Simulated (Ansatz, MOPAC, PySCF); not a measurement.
Isomers of H6B2N2. Gas-phase values, no solvent. One relaxed conformer stands for each flexible species; it need not be the lowest. Strings in code marks are SMILES.

Quantity: vertical ionisation energy (energy after one electron is removed minus that of the parent at the parent's geometry), in eV.

Level 1: frozen-core CCSD(T)/cc-pVTZ // r2SCAN-D4/def2-TZVP (Ansatz, a program for electronic structure)
Level 2: B3LYP/6-31G* // r2SCAN-D4/def2-TZVP (PySCF)
Level 3: minus the HOMO energy of HF/STO-3G // r2SCAN-D4/def2-TZVP (PySCF)
Level 4: minus the HOMO energy of PM6 // r2SCAN-D4/def2-TZVP (MOPAC)

```
species                        level 2  level 3  level 4
-----------------------------  -------  -------  -------
`BNBN` (B–N–B–N torsion 180°)     9.77     9.04    10.06
`NBBN` (N–B–B–N torsion 73°)      9.45     9.04     9.10
```

Q: What does level 1 give for each?

A: 
- `BNBN` (B–N–B–N torsion 180°): 10.20
- `NBBN` (N–B–B–N torsion 73°): 9.84
